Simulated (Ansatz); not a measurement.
`BrBB1C=C1` + H–F → `FB1C=C1` + `BBr` at 400 K and 1 bar (cleavage of the B–B bond).

Isolated molecules relaxed with PBE0-D4/def2-TZVP in Ansatz; ΔE leaves out vibrations. CCSD(T)/CBS is the MP2 limit (def2-TZVPP, def2-QZVPP) plus CCSD(T) − MP2 in def2-TZVPP, frozen cores. This one scheme is used for every species. For Br outer-core shells are correlated without core-valence functions, which leaves a few kJ/mol of doubt a bond. Scalar relativity is left out up to krypton. One conformer a species, not always the lowest.

```
    species  CCSD(T)/CBS energy (Eh)  H − E (kJ/mol)  S (J/(mol·K))
`BrBB1C=C1`              -2700.77914           151.8          358.4
        H–F               -100.39570            36.5          182.2
  `FB1C=C1`               -201.88306           115.3          279.7
      `BBr`              -2599.32470            69.2          259.0
```

H − E and S are ideal-gas, rigid-rotor, harmonic terms from PBE0-D4/def2-TZVP, for one conformer and one mirror image of each species. 1 Eh = 2625.50 kJ/mol, R = 8.31446 J/(mol·K).

Problem. By hand: ΔE, ΔH, ΔS and ΔG.

Solution. ΔE = (-201.88306) + (-2599.32470) − (-2700.77914) − (-100.39570) = -0.03292 Eh = -86.4 kJ/mol. Δ(H − E) = 115.3 + 69.2 − 151.8 − 36.5 = -3.8, so ΔH = -90.2 kJ/mol. ΔS = 279.7 + 259.0 − 358.4 − 182.2 = -1.9 J/(mol·K). ΔG = -90.2 − 400 × (-1.9)/1000 = -89.4 kJ/mol.

Problem. By hand: the equilibrium constant, and the temperature at which ΔG would vanish if ΔH and ΔS stayed fixed.

Solution. log₁₀ K = −ΔG/(RT ln 10) = 11.7. ΔG = 0 at ΔH/ΔS = 47474 K, far beyond where these terms or the molecules hold.

The number of gas molecules stays the same, so ΔS is small and ΔH decides. A doubt of 5 kJ/mol in ΔE shifts log₁₀ K by 0.7 here. Other conformers and mirror images would add mixing entropy, several J/(mol·K) or more a flexible species. These are equilibria of isolated gas molecules and say nothing of rates. Largest T1 diagnostic: 0.012 (customary marks: 0.02 for closed shells, 0.045 for open ones).
